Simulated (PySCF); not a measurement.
# MGe for M along the alkali metals

CCSD(T) with double-zeta basis sets in PySCF, for the lowest determinant that a PBE0 search found; no spin–orbit coupling. De refers to high-spin ground-configuration atoms.

| M | basis | reference, frozen orbitals | state (unpaired electrons) | Re (Å) | ωe (cm⁻¹) | De (eV) |
| --- | --- | --- | --- | --- | --- | --- |
| Li | cc-pVDZ/cc-pVDZ-PP | UHF, 4 | quartet (σ ↑, π ↑↑) | 2.429 | 408 | 1.61 |
| Na | cc-pVDZ/cc-pVDZ-PP | UHF, 5 | quartet (σ ↑, π ↑↑) | 2.782 | 210 | 1.24 |
| K | pcseg-1 | UHF, 14 | quartet (σ ↑, π ↑↑) | 3.135 | 159 | 1.43 |
| Cs | def2-SVP | UHF, 9 | quartet (σ ↑, π ↑↑) | 3.443 | 113 | 1.37 |

The shortest bond is that of LiGe (2.429 Å), the longest that of CsGe (3.443 Å).

The rows differ in basis set, which adds steps of its own.

Down a group the atoms grow and get heavier, so bonds lengthen and wavenumbers fall; this series shows no clear exception.

Correlated steps freeze the inner cores (4 to 14 orbitals); shallow outer-core shells are correlated. Correlated levels converge slowly with the basis: in double zeta they bind strong bonds too weakly, by up to about 1 eV, and carry superposition errors of some tenths. These are scalar-relativistic numbers at best; spin–orbit coupling would shift them, the dissociation energy most. States were picked by a PBE0 search and need not be the measured ground states.
